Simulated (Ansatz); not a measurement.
C4H5 (SMILES [CH]=CC=C), doublet, at a GFN2-xTB geometry, atoms displaced at random by about 0.03 Å a coordinate; R2SCAN/6-31G, gradient in Ansatz (a first-principles code).

Input for Ansatz:
Ansatz 0.2 input:
```yaml
crystal:
  periodic: [false, false, false]
  atoms:
    - {symbol: C, position_ang: [0.60447833, 1.81370092, -0.00520818]}
    - {symbol: C, position_ang: [0.63138890, 0.55784095, 0.00271109]}
    - {symbol: C, position_ang: [-0.61301103, -0.33921788, 0.02375187]}
    - {symbol: C, position_ang: [-0.54357050, -1.65956607, -0.04178123]}
    - {symbol: H, position_ang: [-0.15243873, 2.65938149, 0.00819807]}
    - {symbol: H, position_ang: [1.57594398, -0.02996713, -0.02640403]}
    - {symbol: H, position_ang: [-1.55947497, 0.11092720, -0.00262439]}
    - {symbol: H, position_ang: [0.47629123, -2.15967870, 0.02935282]}
    - {symbol: H, position_ang: [-1.36964603, -2.27604029, -0.00402826]}
basis:
  gaussian:
    orbitals: 6-31G
hamiltonian:
  xc: r2scan
magnetization: {spin_polarized: true, initial_magnetization: 1}
output: {forces: true}
```

Task: Write the output that Ansatz gives for this input, abridged.

Result: 
```
Functional definition: r2SCAN
668 factors; integrals over basis functions are off by at most 2.6e-4 eV
mean field evaluation 1: about -4216.8077 eV, gradient 3.0e1 eV
mean field evaluation 2: about -4216.0937 eV, gradient 3.2e1 eV
mean field evaluation 4: about -4221.8683 eV, gradient 1.3e0 eV
mean field evaluation 8: about -4221.8742 eV, gradient 1.3e-1 eV
mean field evaluation 16: about -4221.8750 eV, gradient 2.7e-4 eV
mean field -4221.87496208 eV, -155.1510431667 hartree, gradient 4.6e-5 eV, S^2 0.772093; 0 other end points of the search recorded, 0 dependent functions left out
the calculation of the forces begins
reference -4221.87496878 eV, -155.1510434131 hartree; 15, 14 occupied and 31, 32 virtual orbitals, 668 factors
Total energy: -4221.87496878 eV, -155.1510434131 hartree
Atom 0 at     0.604478     1.813701    -0.005208 Å, force    -1.036701     6.450485    -0.002009 eV/Å
Atom 1 at     0.631389     0.557841     0.002711 Å, force    -0.942482    -6.230367     0.082135 eV/Å
Atom 2 at    -0.613011    -0.339218     0.023752 Å, force     2.215294     1.001468    -0.401236 eV/Å
Atom 3 at    -0.543570    -1.659566    -0.041781 Å, force     3.571639    -0.532743     0.625048 eV/Å
Atom 4 at    -0.152439     2.659381     0.008198 Å, force     1.114722    -1.275935    -0.015151 eV/Å
Atom 5 at     1.575944    -0.029967    -0.026404 Å, force    -0.427937     0.378109     0.040778 eV/Å
Atom 6 at    -1.559475     0.110927    -0.002624 Å, force    -1.318891     1.071948     0.074371 eV/Å
Atom 7 at     0.476291    -2.159679     0.029353 Å, force    -1.345223     0.474434    -0.304817 eV/Å
Atom 8 at    -1.369646    -2.276040    -0.004028 Å, force    -1.830422    -1.337399    -0.099120 eV/Å
Dipole moment:    -0.152775    -0.055964     0.014824 e Å
```
